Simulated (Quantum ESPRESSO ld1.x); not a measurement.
Problem. Coherent X-ray form factor from a spherical all-electron density. All-electron calculation, Dirac Kohn-Sham, BLYP, spin-unpolarised, spherical densities, point nucleus. Program: ld1.x of Quantum ESPRESSO 7.5.

| sin(theta)/lambda (1/angstrom) | f0 (electrons) |
|---|---|
| 0.05 | 45.828 |
| 0.1 | 45.320 |
| 0.15 | 44.494 |
| 0.2 | 43.383 |
| 0.25 | 42.026 |
| 0.3 | 40.469 |
| 0.4 | 36.965 |
| 0.5 | 33.268 |
| 0.6 | 29.715 |
| 0.8 | 23.838 |
| 1 | 19.876 |
| 1.25 | 16.807 |
| 1.5 | 14.627 |
| 2 | 10.835 |

The species is in the configuration that NIST lists as its ground one. Which atom or ion scatters so?

Solution. The promethium ion Pm15+, [Kr] 4d10. Extrapolating in s^2 from the first two rows gives f0(0) = 46.0, near the electron count 46; among species with that count, the fall with angle is slower the higher Z, and the table is that of Z = 61; from so few rows the species is fixed only to a neighbour or two.
